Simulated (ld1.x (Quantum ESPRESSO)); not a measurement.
# Reading a pseudo-wave (rhodium (Rh))

Columns: radius, all-electron u(r) and pseudo u(r) of the 5s shell (level -5.32 eV) of rhodium in the configuration [Ar] 3d10 4s2 4p6 4d7 5s2 5p0; PBE, scalar-relativistic, ultrasoft scheme, ld1.x (Quantum ESPRESSO) 7.5.

| r (bohr) | all-electron | pseudo |
| --- | --- | --- |
| 0.105 | -0.1167 | -0.1810 |
| 0.210 | 0.1061 | -0.3421 |
| 0.315 | 0.1766 | -0.4666 |
| 0.420 | 0.0516 | -0.5431 |
| 0.525 | -0.1159 | -0.5675 |
| 0.630 | -0.2371 | -0.5422 |
| 0.735 | -0.2876 | -0.4757 |
| 0.840 | -0.2742 | -0.3796 |
| 0.945 | -0.2147 | -0.2666 |
| 1.050 | -0.1271 | -0.1479 |
| 1.155 | -0.0267 | -0.0320 |
| 1.260 | 0.0762 | 0.0764 |
| 1.365 | 0.1746 | 0.1754 |
| 1.470 | 0.2646 | 0.2648 |
| 1.575 | 0.3442 | 0.3442 |
| 1.680 | 0.4127 | 0.4127 |
| 1.785 | 0.4702 | 0.4702 |
| 1.890 | 0.5172 | 0.5172 |
| 1.995 | 0.5548 | 0.5548 |
| 2.100 | 0.5837 | 0.5837 |
| 2.205 | 0.6049 | 0.6049 |
| 2.310 | 0.6193 | 0.6193 |
| 2.415 | 0.6279 | 0.6279 |
| 2.520 | 0.6314 | 0.6314 |
| 2.625 | 0.6305 | 0.6305 |
| 2.730 | 0.6260 | 0.6260 |

(1) How many radial nodes do the two functions have?

(2) At about which radius was the pseudo-wave matched?

(3) Is the pseudo-wave norm-conserving?

## Answers

(1) The all-electron 5s function has n − l − 1 = 4 (the table is too coarse to show those close to the nucleus); the pseudo-wave has 1, since 1 lower shell of the same l stays in the valence.

(2) 1.55 bohr, where the columns begin to agree (steps of 0.10 bohr).

(3) No, it belongs to an ultrasoft set: the norm inside the radius is not constrained, and the difference is carried by the augmentation charge.
